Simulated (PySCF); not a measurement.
## Calculated properties of `CC#CCSSC`

C5H8S2.
Atom-mapped SMILES: `[CH3:1][C:2]#[C:3][CH2:4][S:5][S:6][CH3:7]` (hydrogens: H8, H9, H10 on C1; H11, H12 on C4; H13, H14, H15 on C7)

Some functional groups and rings: alkyne.

GFN2-xTB geometry:

* Point group of the GFN2-xTB geometry: C1
* Rotational constants A, B, C of the GFN2-xTB geometry: 2.615, 1.070, 0.828 GHz

**CAM-B3LYP/def2-SVPD ground state and vertical TDDFT (core frozen in the response) (PySCF)**

* Dipole moment: 2.54 D
* HOMO energy: -7.95 eV
* LUMO energy: 0.60 eV
* HOMO–LUMO gap: 8.55 eV
* Lowest singlet excitation: 4.96 eV (250 nm, f = 0.005)
* Strongest line among the 8 lowest singlet transitions: S4 at 6.07 eV (204 nm, f = 0.045)
* Lowest triplet excitation (Tamm–Dancoff): 4.34 eV
* Static isotropic polarisability: 101.6 au
* Electronic spatial extent ⟨r²⟩ about the centre of nuclear charge: 1410 bohr²

Monoisotopic mass from the formula: 132.0067 u.

The dipole equals about 8.5 × 10⁻³⁰ C·m (1 D = 3.33564 × 10⁻³⁰ C·m). No computed singlet falls in the visible range (750 to 380 nm, 1.65 to 3.26 eV); S1 lies 1.70 eV above its blue end. The polarisability is 15.06 Å³ as a volume (1 au = 0.148185 Å³), or 1.45 au for each of the 70 electrons. The rotational constants make it an asymmetric top with κ = (2B − A − C)/(A − C) = -0.73, nearer the prolate limit (−1). In wavenumbers S1 is 40000 cm⁻¹ (1 eV = 8065.54 cm⁻¹). The vertical singlet–triplet gap S1 − T1 is 0.62 eV (TDDFT singlet less Tamm–Dancoff triplet; S1: HOMO→LUMO, weight 0.81; T1: HOMO→LUMO, weight 0.70). S1 lies 3.59 eV below the HOMO–LUMO gap; its leading configuration is HOMO→LUMO, weight 0.81.

Geometry: GFN2-xTB, one conformer, isolated molecule.

For the TDDFT job (CAM-B3LYP/def2-SVPD), hardware: one thread, Arm Neoverse V1 (aarch64), no GPU, shared host. Cost: 64 s (with the writing of density and orbital grids), 1.0 GiB resident at most.

The values belong to the conformer `[CH3:1][C:2]#[C:3][CH2:4][S:5][S:6][CH3:7]`: C3–C4–S5–S6 -76°, C4–S5–S6–C7 90°.
